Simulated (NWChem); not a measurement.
Species: C$_{2}$H$_{9}$NSi; SMILES [SiH3]N(C)C

Program: NWChem. Medium grid unless said otherwise, to which SCAN and Minnesota functionals are sensitive. All runs use the structure optimised with PBE0/def2-SVP. Hybrids' shares of exact exchange are those that their runs print; pure functionals count as 0. The functionals differ in more than this share.

| row | share of exact exchange | highest occupied level (eV) |
|---|---|---|
| PBE/def2-TZVP | 0.00 | -5.07 |
| LDA (Slater exchange, VWN5)/def2-TZVP | 0.00 | -5.15 |
| TPSSh/def2-TZVP | 0.10 | -5.67 |
| B3LYP/def2-TZVP | 0.20 | withheld |
| PBE0/def2-TZVP | 0.25 | -6.36 |
| M06-2X/def2-TZVP | 0.54 | -7.64 |

Problem. Fit a straight line of the last column on the one before it, predict the withheld value, and compare with the run.

Solution. 
1. Means of the 5 shown rows: x = 0.178, y = -5.978. Slope Σ(x − x̄)(y − ȳ)/Σ(x − x̄)² = -0.9622/0.2057 = -4.678; intercept -5.145.
2. The shown rows scatter about the line by 0.049 (root mean square); the largest residual is +0.07, at PBE/def2-TZVP.
3. At x = 0.20 (B3LYP/def2-TZVP; inside the shown range) the line gives -6.08.
4. The run gives -6.16, -0.08 from the line, 1.6 times the scatter.
